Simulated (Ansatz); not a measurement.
Born–Oppenheimer molecular dynamics of Ge2H8 (10 atoms, charge 0, multiplicity 1). It starts at the highest image of a converged band. Of that band: A structure lower than the last end lies on the path between it and the top, so the climb from that side starts below the end, which may itself be a saddle point or a shallow side well. Neighbouring images differ by up to 3.2 eV, so the band resolves the path poorly. A vibrational analysis at the climbing image gives one clearly imaginary mode, 1809i cm⁻¹: a first-order saddle point.

Computed with RKS PBE0-D4/def2-SVP (Ansatz 0.2.0).

* ensemble: NVE (velocity Verlet)
* time step: 0.5 fs
* steps asked: 200
* starting velocities drawn for: 100 K
* seed: 5565

First frame:

```xyz
10
Properties=species:S:1:pos:R:3
Ge -0.088 0.133 -0.182
Ge -0.362 0.023 2.684
H -1.343 0.543 3.768
H 0.453 -1.232 3.008
H 0.597 1.241 2.426
H 1.451 -0.022 -0.162
H -0.389 1.621 -0.486
H -0.640 -0.715 -1.360
H -1.214 -0.579 1.301
H -1.769 -1.014 2.139
```

How far do the bonds stretch over the last three quarters of this one trajectory? (Pairs bonded in most of those frames.)


| bond | mean (Å) | spread (Å) | shortest | longest |
| --- | --- | --- | --- | --- |
| Ge1–H6 | 1.536 | 0.031 | 1.48 | 1.59 |
| Ge1–H7 | 1.541 | 0.033 | 1.49 | 1.59 |
| Ge1–H8 | 1.552 | 0.016 | 1.52 | 1.59 |
| Ge1–H9 | 1.604 | 0.181 | 1.33 | 1.85 |
| Ge2–H3 | 1.560 | 0.059 | 1.46 | 1.68 |
| Ge2–H4 | 1.551 | 0.032 | 1.49 | 1.61 |
| Ge2–H5 | 1.544 | 0.031 | 1.49 | 1.60 |
| Ge2–H10 | 1.583 | 0.114 | 1.40 | 1.75 |

Mean temperature of the second half: 2452 K. The conserved energy stayed within 0.78 meV per atom of its start (net change -0.54 meV per atom), so the integration is sound. The kinetic energy rose, since the run started high on the potential surface and went downhill. It ends in pieces (GeH4 + GeH4), so much of that is their flight and rotation, not heat. A run of 0.1 ps of so small a system gives no equilibrium averages. The orbitals stay closed-shell, which can raise the energy where a bond breaks towards radicals; this wasn't checked here.

Time of the run: 10 min on 2 threads of Arm Neoverse V1, with other jobs on the host, peak memory 0.24 GiB.
